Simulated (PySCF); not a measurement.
A structure optimised at B3LYP-D3(BJ)/def2-TZVP, used in a PySCF frequency run:

```
Ge
H 1 1.5327
H 1 1.5327 2 111.72
H 1 1.5327 2 111.72 3 -125.97
Br 1 2.3318 2 107.12 4 -117.02
```
Charge 0, spin multiplicity 1.

### Question
Write its SMILES, formula and point group.

### Answer
[GeH3][Br], BrGeH3, C3v

### Question
What are its rotational constants (standard atomic weights)?

### Answer
77.889, 2.3139, 2.3139 GHz
